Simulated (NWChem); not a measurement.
Molecule: C3H6Ge; SMILES C=C=[CH][GeH3]

All runs: NWChem. Structure relaxed at the PBE-D3(BJ)/def2-SVP level. Ions are spin-unrestricted doublets at the neutral geometry; other ion states weren't tried.

Task: Order these by “ΔSCF minus −ε(HOMO) (eV)”, lowest first: LRC-wPBEh/def2-SVP; M06-2X/def2-SVP; B3LYP/def2-SVP.

Result: LRC-wPBEh/def2-SVP (0.30), M06-2X/def2-SVP (1.07), B3LYP/def2-SVP (2.32)
